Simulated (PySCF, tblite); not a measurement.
Compound: C5H7SSi2 (doublet state).
Geometry (GFN2-xTB, Å), atoms numbered from 1 in this order:
```
atom  x, y, z in Å
C1    -1.2800    1.4391    3.1967
C2    -0.9460    0.4787    2.5541
Si3   -0.3417   -0.9783    1.5671
C4     0.9951   -0.3958    0.4464
C5     1.8328    0.0159   -0.3178
C6     2.8440    0.4965   -1.2268
S7    -2.0356   -1.6359    0.3568
Si8   -2.5193   -0.0035   -0.9520
H9    -0.0112   -2.1521    2.3616
H10    2.7199    0.0298   -2.2039
H11    3.8348    0.2573   -0.8415
H12    2.7576    1.5775   -1.3350
H13   -1.5692    1.0704   -0.7105
H14   -3.8879    0.3618   -0.6222
H15   -2.3979   -0.5535   -2.2949
```

Jobs on this species (15 atoms, 81 electrons) with PySCF (density fitting) and tblite. Hardware of each: AMD EPYC, one thread (shared host). Other jobs ran on the host; a repeat could differ by tens of per cent or more.

```json
{"level and settings": "GFN2-xTB", "work": "Hessian by finite differences", "basis functions": "–", "SCF cycles": "–", "wall time": "?"}
{"level and settings": "UKS B3LYP, pcH-1 on C H S Si, non-relativistic, mean-field spin-orbit, GIAO", "work": "unrestricted SCF, g, hyperfine, density and orbital grids written", "basis functions": "300", "SCF cycles": "25", "wall time": "3.4 min"}
{"level and settings": "GFN2-xTB", "work": "L-BFGS relaxation", "basis functions": "–", "SCF cycles": "–", "wall time": "1.4 s"}
```

Fill in the missing figures.

- GFN2-xTB; Hessian by finite differences: 1.7 s

What do all jobs in the table cost together?

About 3.5 min; the longest takes about 99 % of that, and about 150 times as long as the shortest.
